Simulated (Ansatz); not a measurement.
Species: C$_{2}$H$_{4}$B, charge 0, doublet. C2H4B (SMILES BC=[CH], doublet).
B3LYP-D3(BJ)/def2-TZVP minimum from Ansatz (a program for electronic structure):
```
C
C 1 1.3169
H 2 1.0826 1 134.81
H 1 1.0893 2 119.57 3 180.00
B 1 1.5422 4 121.43 2 180.00
H 5 1.1910 1 119.59 4 -180.00
H 5 1.1924 6 119.96 1 180.00
```
Charge 0, spin multiplicity 2.

Total energies in hartree (Ansatz). Open shells are spin-unrestricted; no spin-orbit coupling. Correlated methods leave the cores frozen. No relativity. Where a partner has so few electrons that a lower coupled-cluster level is exact, that level stands in. The UHF reference of C2H4B (BC=[CH], doublet) is spin-contaminated (<S^2> up to 0.20 over the pure value in the sets run).

| species | HF/cc-pVTZ | CCSD(T)/cc-pVTZ | HF/cc-pVQZ | CCSD(T)/cc-pVQZ | CCSD(T)/cc-pVDZ | CCSDT(Q)/cc-pVDZ |
|---|---|---|---|---|---|---|
| 1: C2H4B (SMILES BC=[CH], doublet) | -102.68560 | -103.12470 | -102.69212 | -103.15270 | -103.02512 | -103.02770 |
| 2: B (doublet) | -24.53207 | -24.59810 | -24.53297 | -24.60084 | -24.58941 | -24.58977 |
| 3: H (doublet) | -0.49981 | -0.49981 | -0.49995 | -0.49995 | -0.49928 | -0.49928 |
| 4: C (triplet) | -37.69157 | -37.78076 | -37.69331 | -37.78654 | -37.76038 | -37.76071 |

### Question
Work out the atomisation energy (electronic, to ground-state atoms) in kcal/mol: take Hartree-Fock from cc-pVQZ, extrapolate the CCSD(T) correlation energy as X^-3 (X = 3, 4), and add CCSDT(Q) - CCSD(T) in cc-pVDZ. 1 hartree = 627.51 kcal/mol.

### Answer

Species 1: correlation (64·(-0.46058) - 27·(-0.43910))/37 = -0.47625; step -0.00258; E1 = -102.69212 + (-0.47625) + (-0.00258) = -103.17095
Species 2: correlation (64·(-0.06787) - 27·(-0.06603))/37 = -0.06921; step -0.00036; E2 = -24.53297 + (-0.06921) + (-0.00036) = -24.60254
Species 3: correlation (64·(0.00000) - 27·(0.00000))/37 = 0.00000; step +0.00000; E3 = -0.49995 + (0.00000) + (+0.00000) = -0.49995
Species 4: correlation (64·(-0.09323) - 27·(-0.08919))/37 = -0.09618; step -0.00033; E4 = -37.69331 + (-0.09618) + (-0.00033) = -37.78982
-1·E1 +1·E2 +4·E3 +2·E4 = 0.98897 hartree = 620.6 kcal/mol.
